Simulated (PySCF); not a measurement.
# Reading the logs of faulty runs: Al2CH6N

Calculated results; nothing here was measured. The program is PySCF 2.14.0, an open-source quantum chemistry code, run on an isolated molecule that a program drew, which may never have been made. The molecule is Al2CH6N (charge 0, doublet), drawn as the SMILES string `[CH3][AlH][NH][AlH]`.

Each row is a Hartree-Fock (HF) and frozen-core CCSD(T) single point in the cc-pV(D+d)Z basis, meant for a local HF minimum. Run 1 is clean. Each other run has one planted mistake out of seven kinds, and not every kind appears here: one electron removed, one electron added, multiplicity raised by two, geometry at a saddle point, minimal basis STO-3G, one bond length entered in bohr, all coordinates scaled. The reference is restricted for singlets and unrestricted otherwise, and also for a bond in bohr. Adding or removing an electron swaps singlet and doublet. Electrons count all cores. HOMO and LUMO are orbital energies over both spins, the gradient is its largest component, and the lowest frequency (negative if imaginary) is given only where the gradient is small. Bond lengths are over the 9 bonds as drawn. T1 is the CCSD diagnostic: over 0.02 (restricted) or 0.045 (unrestricted) a single reference is doubtful.

Geometry of the clean run:
```xyz
10
Al2CH6N, angstrom
C    -0.9920   -0.9752    1.9363
Al   -0.5090    0.6950    1.0234
N     1.1613    1.0230    0.4727
Al    1.8789    2.4329   -0.3707
H    -1.4061   -0.7696    2.9309
H    -0.1475   -1.6598    2.0640
H    -1.7725   -1.5105    1.3820
H    -1.5852    1.8209    0.7389
H     1.8276    0.2879    0.6668
H     3.4393    2.3646   -0.7064
```

```
run  electrons  basis functions  <S^2>  HOMO (eV)  LUMO (eV)  gradient (hartree/bohr)  lowest frequency (cm^-1)  mean bond (Å)  longest bond (Å)      T1  HF (hartree)  CCSD(T) (hartree)                          mistake
  1         45              104  0.755      -8.01       1.47                  9.4e-06                        55         1.4473             1.964  0.0142    -579.69374         -580.18393                         no fault
  2         45              104  3.763      -4.02      -2.22                  1.1e-01                         -         1.4473             1.964  0.0524    -579.47307         -579.96075       multiplicity raised by two
  3         45               34  0.756      -4.35       8.05                  3.5e-02                         -         1.4473             1.964  0.0174    -572.67755         -572.88128             minimal basis STO-3G
  4         45              104  1.526      -7.85       1.41                  9.8e-03                         -         1.6038             2.992  0.0546    -579.59187         -580.07468  one bond length entered in bohr
  5         46              104  0.000      -0.01       6.08                  5.6e-02                         -         1.4473             1.964  0.0166    -579.66446         -580.18977               one electron added
  6         44              104  0.000     -14.47      -6.65                  6.1e-02                         -         1.4473             1.964  0.0158    -579.42398         -579.91212                                ?
```

**Which mistake was planted in run 6, and what did it cost?**

It counts 44 electrons, one fewer than the clean run, at the same geometry and basis. So the mistake is: one electron removed. Subtracting run 1 and multiplying by 627.51 kcal/mol a hartree, the energy moved by 169.3 kcal/mol in HF and 170.6 kcal/mol in CCSD(T).

Cautions from the logs. Run 2: T1 is over the limit, so its CCSD(T) energy is less reliable; run 4: T1 is over the limit, so its CCSD(T) energy is less reliable.
